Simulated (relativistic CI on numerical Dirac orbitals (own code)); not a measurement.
## One change at a time: Hg²⁹⁺

Base calculation: Dirac-Coulomb-Breit CI, separate exchange-only KLI orbitals for each configuration, model QED (radiative potential, 1s self-energy scaled to tabulated hydrogen-like ionisation energies), unscaled Slater integrals.

Configurations in the expansion (outside the closed core [Ar] 3d10): 4s²4p⁶4d¹⁰4f⁵, 4s²4p⁶4d¹⁰4f⁴5s, 4s²4p⁶4d⁹4f⁶, 4s²4p⁶4d¹⁰4f³5s², 4s²4p⁶4d¹⁰4f⁴5p, 4s²4p⁶4d¹⁰4f³5s5p, 4s²4p⁵4d¹⁰4f⁶, 4s²4p⁶4d¹⁰4f⁴5d, 4s²4p⁶4d¹⁰4f³5p², 4s²4p⁶4d¹⁰4f³5s5d, 4s4p⁶4d¹⁰4f⁶, 4s²4p⁶4d¹⁰4f⁴6p, 4p⁶4d¹⁰4f⁷. Levels of other configurations are missing.

Variants: (1) valence Slater integrals scaled by 0.9; (2) Breit term removed; (3) one mean potential for all configurations. Shifts of the energy above 4s²4p⁶4d¹⁰4f⁵ ⁶H°5/2, in cm⁻¹, for the lowest level and the first level of each name with at least 55 % of one term (blank where a level changes its place among those of its configuration and J or its character, or is not in the variant):

```tsv
Level	Base	Δ(1)	Δ(2)	Δ(3)
4s²4p⁶4d¹⁰4f⁵ ⁶H°5/2	0.0	0.0	0.0	0.0
4s²4p⁶4d¹⁰4f⁵ ⁶H°7/2	21506.5	+1529.3	+1851.0	-164.3
4s²4p⁶4d¹⁰4f⁵ ⁶F°3/2	37863.8	-322.2	+1466.1	-100.1
4s²4p⁶4d¹⁰4f⁵ ⁶H°9/2	38249.9	+1693.8	+3266.8	-238.9
4s²4p⁶4d¹⁰4f⁵ ⁶F°1/2	41060.9	+164.0	+1878.8	-141.7
4s²4p⁶4d¹⁰4f⁵ ⁶H°11/2	50428.1	+906.6	+4137.8	-244.3
4s²4p⁶4d¹⁰4f⁵ ⁶F°7/2	53812.4	-38.3	+2771.1	-175.2
4s²4p⁶4d¹⁰4f⁵ ⁶F°9/2	68537.6	-716.3	+3747.4	-198.8
4s²4p⁶4d¹⁰4f⁵ ⁴F°3/2	83467.3	-1529.2	+2878.7	-171.4
4s²4p⁶4d¹⁰4f⁵ ⁴I°9/2	85219.4	-2931.9	+3110.5	-91.3
4s²4p⁶4d¹⁰4f⁵ ⁴M°17/2	96545.3	-3087.8	+6321.4	-155.6
4s²4p⁶4d¹⁰4f⁵ ²P°1/2	99050.0	-4212.5	+2219.5	-48.2
4s²4p⁶4d¹⁰4f⁵ ⁴M°19/2	110640.7	-3800.0	+7839.2	-174.5
4s²4p⁶4d¹⁰4f⁵ ⁴G°5/2	137669.4	-6410.3	+3289.4	-78.9
4s²4p⁶4d¹⁰4f⁵ ⁴K°15/2	147799.7	-3722.2	+7518.1	-277.5
4s²4p⁶4d¹⁰4f⁵ ⁴P°1/2	149794.4	-4188.7	+4490.1	-224.4
4s²4p⁶4d¹⁰4f⁵ ²N°19/2	155633.2	-4888.5	+8974.6	-244.5
```

At this charge energies of transitions that change n are usually good to better than 1 %, and those within a shell (Δn = 0) to a few per cent. Terms inside the open d or f shell come out 10 to 20 % too wide with unscaled integrals.

Ionisation energy from the two ground configurations alone: base 1030.35 eV. The NIST ASD value (theoretical) is 1050 eV.

LS names give the leading component of a level, which can be under half, so a name can repeat, a term be missing and a line seem to break the LS rules.
